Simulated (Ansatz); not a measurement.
`B[CH2][Al]([OH])[Cl]`, relaxed with RKS PBE0-D4/def2-TZVP in Ansatz 0.2.0 from a PBE-D4/def2-SVP geometry. The force threshold is 0.005 eV/Å; the program also tests the step.

The species carries charge 0 and has multiplicity 1.

Start:

```xyz
10

B    -0.582    0.340    1.507
C    -1.126    0.118    0.101
Al    0.599    0.024   -0.852
O     1.323   -1.514   -1.039
Cl    1.467    1.733   -1.749
H    -0.291   -0.607    2.217
H    -0.330    1.467    1.902
H    -1.628    0.970   -0.402
H    -1.570   -0.870   -0.140
H     2.139   -1.662   -1.544
```

Q: How much energy does the relaxation release, and in how many steps? (Estimate.)

A: Ansatz gave: 4.46 kJ/mol, in 7 steps.

Q: Which bonds change most? (An estimate is asked.)

A: Ansatz gave: Al3–O4 from 1.710 to 1.683 Å; Al3–Cl5 from 2.116 to 2.094 Å; B1–H7 from 1.220 to 1.199 Å; B1–H6 from 1.220 to 1.199 Å.

Q: Give the relaxed structure. (Best estimate.)

A: The calculation gave: 
```xyz
10

B    -0.602    0.353    1.528
C    -1.077    0.115    0.108
Al    0.610    0.001   -0.877
O     1.326   -1.507   -1.093
Cl    1.467    1.703   -1.745
H    -0.349   -0.570    2.249
H    -0.387    1.466    1.918
H    -1.584    0.946   -0.391
H    -1.533   -0.856   -0.107
H     2.129   -1.651   -1.590
```
